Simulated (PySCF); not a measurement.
[CuI4]2- holds Cu(II), d9, at total charge -2. The structure is a PBE0-D3(BJ)/def2-SVP, IEF-PCM water geometry optimised for multiplicity 2; coordination tetrahedral, point group D2d, metal–donor distances 2.63 Å.

The d shell alone is too small an active space for [CuI4]2- (Cu(II) with such soft donors has much ligand-hole, Cu(I)-like character): its levels, fitted parameters, g values and moments show what this model gives and aren't sound predictions.

```
5

Cu    0.0000    0.0000    0.0000
I     1.0988    1.6889    1.6889
I     1.0988   -1.6889   -1.6889
I    -1.0988   -1.6889    1.6889
I    -1.0988    1.6889   -1.6889
```

Method (PySCF 2.14, density fitting): CASSCF(9,5) with orbitals averaged over all microstates of the shell, strongly contracted NEVPT2 on the averaged canonical orbitals; basis x2c-TZVPall; spin-free X2C; IEF-PCM water; spin-orbit coupling by state interaction with the mean-field operator over all roots.

Task: What is the ground state?

Result: 2B2 (from 2T2) (S = 1/2, orbital degeneracy 1), orbital occupations from the lowest 2.0 2.0 2.0 2.0 1.0, by NEVPT2.

Task: Where do the spin-allowed transitions within the shell lie?

Result: By NEVPT2: 2E (from 2T2) at 3914 cm⁻¹; 2B1 (from 2E) at 5478 cm⁻¹; 2A1 (from 2E) at 5870 cm⁻¹. The strongest, at 5870 cm⁻¹, has f = 4.9e-05.

Task: What ligand-field parameters describe the result?

Result: At NEVPT2 level: orbital energies 0, 392, 1956, 1956, 5870 cm⁻¹; 10Dq = 3065 cm⁻¹ (difference of the means of the two sets); ζ = 769 cm⁻¹ (free ion 818).

Task: What are the magnetic parameters?

Result: The ground doublet has g = 2.246, 2.246, 2.849. μeff is 2.24 μB at 300 K and 2.14 μB at 10 K; the spin-only value is 1.73 μB.

No frequencies were computed for the optimised geometry. Ligand-hole states mix strongly into such Cu(II) halides; the d shell alone makes them too ionic, overstates g shifts and moments and can put the wrong state lowest. NEVPT2 lifts 2B1 (from 2E) from 2776 to 5478 cm⁻¹; on the d shell alone such lifts tend to overshoot.

The job took 2.4 min on one thread of Intel Xeon Platinum 8259CL @ 2.50GHz (shared host), with 288 basis functions and a peak of 1.6 GiB, launched as `OMP_NUM_THREADS=1 python lf_run.py task.json out`.
